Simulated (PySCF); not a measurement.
SbCl4, SMILES [Cl][Sb]([Cl])([Cl])[Cl], multiplicity 2.

Geometry optimised at PBE0-D3(BJ)/def2-SVP. The multiplicity is an assumed one; no other spin state was optimised. The isomer is the one that the SMILES or the coordinates give; other isomers of the formula were not compared. The def2 effective core potentials stand for the cores of Sb; spin–orbit coupling is left out.

These are PBE0-D3(BJ)/def2-SVP run with PySCF values and carry that method's errors.

Frequencies are harmonic and unscaled.

A small imaginary wavenumber (i) marks a very flat motion, where grid noise or a shallow saddle decides the sign.

Modes within 1.5 cm⁻¹ of each other (mostly degenerate sets) share a row, with their intensities summed.

| mode | ν (cm⁻¹) | IR (km/mol) | moving atoms (share of kinetic energy) |
|---|---|---|---|
| 1–3 | 18i | 0.7 | Cl 82 %, Sb 18 % |
| 4–5 | 77 | 0.0 | Cl 100 % |
| 6 | 328 | 0.0 | Cl 100 % |
| 7–9 | 338 | 250.5 | Cl 64 %, Sb 36 % |
